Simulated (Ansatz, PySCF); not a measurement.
Molecule: C$_{2}$H$_{8}$BN$_{2}$, net charge 0, doublet state. SMILES: B([NH])(N)CC
Geometry: optimised at B3LYP-D3(BJ)/def2-TZVP (Ansatz, an electronic-structure program).

Quantity: size of the dipole moment, in D. Set-up: spin-orbit terms left out; non-relativistic; LANL2DZ all-electron up to Ne; six Cartesian d functions in 6-31G* and its kin unless marked 5d; UHF or UKS for open shells; 6-311+G** with 5d; dispersion terms only where a functional's name holds one. Ab initio and DFT rows: single points at B3LYP-D3(BJ) geometries (Ansatz).

```csv
level,program,size of the dipole moment (D)
PBE/STO-3G,Ansatz,1.95
PBE/6-311+G**,Ansatz,1.99
BLYP/6-31G*,Ansatz,1.97
BP86/6-31G* (5d),PySCF,1.99
B3LYP/LANL2DZ,Ansatz,2.24
B3LYP/6-31G*,Ansatz,1.97
B3LYP/6-31G**,Ansatz,1.94
B3LYP/6-311+G**,Ansatz,1.96
M06-2X/6-311+G**,PySCF,1.95
```

No value to compare with is used here. The 9 habitual levels span 1.94 (B3LYP/6-31G**) to 2.24 D (B3LYP/LANL2DZ).

The levels are drawn from those run, B3LYP/6-31G* more often than the rest, none by its result; left out are runs that failed, that the program found above a lower state of the same kind, or whose <S^2> lies over 0.5 above the pure value.
